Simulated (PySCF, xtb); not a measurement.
C₂H₉BeNSi, SMILES [Be]([SiH3])[N](C)C.

GFN2-xTB in xtb at its own geometry gives an orbital gap of 3.99 eV and a dipole moment of 3.42 D.

Coordinates come from a TPSSh-D3(BJ)/def2-SVP optimisation. The structure was generated by enumeration; whether it is a known compound was not checked. One conformer was computed; it need not be the lowest.

**Question.** What does PBE/def2-TZVP run with PySCF give? (Estimate from the structure and the level; the computed values follow.)

**Answer.** gap 3.71 eV (levels -5.28 and -1.57 eV), dipole 2.21 D.
